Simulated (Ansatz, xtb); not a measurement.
Species: C2HO, charge -1, multiplicity 1. It need not be the lowest isomer of its formula. Whether it binds its extra electron was not tested at this geometry. 
Geometry from a B3LYP-D3(BJ)/def2-TZVP (Ansatz, a program for electronic structure) optimisation:
```xyz
4

C      1.1854    -0.3845    -0.1849
C      0.0118     0.0201     0.0060
O     -1.1721     0.2778     0.1494
H      2.1934    -0.0361    -0.1216
```
Charge -1, spin multiplicity 1.

Harmonic wavenumbers from GFN2-xTB (xtb, at its own minimum), cm⁻¹: 396, 555, 570, 1258, 2298, 3209.

### Question
Give the harmonic wavenumbers at B3LYP-D3(BJ)/def2-TZVP (Ansatz, finite differences of forces, unscaled).

### Answer
427, 594, 606, 1240, 2095, 3354 cm⁻¹. Zero-point energy 11.9 kcal/mol.

### Question
From these and the geometry, give the ideal-gas thermochemistry at 298.15 K and 1 atm (rigid rotor, harmonic oscillator).

### Answer
Point group Cs, rotational symmetry number 1. Rotational constants 1361, 10.75, 10.66 GHz. S(trans) 37.06, S(rot) 18.27, S(vib) 1.80, S(elec, spin only) 0.00, S 57.1 cal/(mol K). H(298) - H(0) 2.76 kcal/mol; G - E(el) -2.4 kcal/mol.
